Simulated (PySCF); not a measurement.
Compound: C2H13Si4 (doublet state).
Z-matrix (Å and degrees, GFN2-xTB geometry), rows numbered from 1:
```
C 
Si  1  1.9114
Si  2  2.3284  1  108.24
Si  2  2.2986  1  106.97  3   132.25
C   4  1.9176  2  115.51  1   -84.68
Si  5  1.8962  4  115.87  2    52.56
H   1  1.0866  2  111.00  3    57.04
H   1  1.0858  2  111.75  3   176.93
H   1  1.0863  2  111.43  3   -62.77
H   2  1.4836  1  104.64  3  -116.28
H   3  1.4690  2  109.44  1    79.26
H   3  1.4673  2  110.61  1  -164.18
H   3  1.4676  2  117.59  1   -41.60
H   4  1.4828  2  117.51  1   151.83
H   5  1.0924  4  108.06  2   -69.68
H   5  1.0903  4  109.04  2   175.70
H   6  1.4650  5  109.40  4    57.42
H   6  1.4671  5  109.45  4   -62.50
H   6  1.4663  5  110.71  4   177.87
```

The hyperfine couplings belong to this conformer and change with its torsions.

Identity: `C[Si@@H]([SiH3])[SiH]C[SiH3]` [radical].

Theory: UKS B3LYP, pcH-1 on C H Si, non-relativistic, mean-field spin-orbit, GIAO in PySCF 2.14.0. The structure is a single GFN2-xTB conformer in the gas phase; no vibrational or solvent corrections. GFN2-xTB frequencies show an imaginary mode (24i cm⁻¹), so this geometry is no minimum at that level. The geometry wasn't refined by DFT: couplings that depend on bond lengths, twists or pyramidal angles can differ widely from those at the functional's own minimum, by a factor of two or more for some ions and for spin on atoms past the first row. Stability of the SCF solution: not tested.

Task: Where do the isotropic ENDOR lines of H15, H14, H16, H11/H12/H13 and H10 fall at 348.2 mT, to first order?

Result: ν± = |νn ± a/2|, one line for each electron-spin manifold; νn = |g_N| × 7.62259 MHz/T × B.

```csv
nuclei,isotope,g_N,νn (MHz),a_iso (MHz),lower line (MHz),upper line (MHz)
H15,1H,5.5857,14.83,58.38,14.36,44.02
H14,1H,5.5857,14.83,25.74,1.96,27.69
H16,1H,5.5857,14.83,6.41,11.62,18.03
H11/H12/H13,1H,5.5857,14.83,5.68,11.98,17.67
H10,1H,5.5857,14.83,-2.94,13.36,16.30
```

Task: Which pairs are centred on the nuclear Larmor frequency, and which on half the coupling?

Result: Centred on νn, since |a| < 2νn: H14, H16, H11/H12/H13 and H10. Centred on |a|/2 and split by 2νn: H15.

Nuclei that the bonding pattern makes equivalent are averaged, as if the motion that swaps them (rotation, inversion, ring flip) were fast. The three 1H nuclei of mean +5.7 MHz run from -2.5 to 21.1 MHz in the frozen geometry.

The largest Mulliken spin population is on Si4 (+0.93). The angles at Si4 add up to 337.1°, so it is pyramidal.

The run took 2.8 min wall (with the writing of density and orbital grids) on an Arm Neoverse V1 with one thread, shared host with 32 logical CPUs at a one-minute load of 36, and the process peaked at 1.1 GiB of memory.
